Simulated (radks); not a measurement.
Results of a calculation; reference values are marked as such.
Question: The tellurium ion Te4+, [Kr] 4d10 5s2. Level of theory: non-relativistic Kohn-Sham, exchange-only LDA, spin-polarised, spherical densities, point nucleus (a radial shooting solver on a logarithmic mesh with Libxc functionals). Every spin shell is full or empty, so the densities are truly spherical. Functionals are evaluated on that one density, not self-consistently. Rank these orbital-free kinetic functionals by their error against the exact value of the orbitals, and give that value: Thomas-Fermi, TF + vW/9, LC94, APBEK, revAPBEK, Thakkar, Pearson, PG1.

Answer: Exact: 6600.46 hartree. From best to worst, with 100 (|E| - |E exact|)/|E exact| (equal figures are ties): LC94 +0.06, APBEK +0.11, revAPBEK +0.29, Thakkar -0.59, TF + vW/9 -0.68, Pearson -0.91, Thomas-Fermi -5.24, PG1 +14.83.
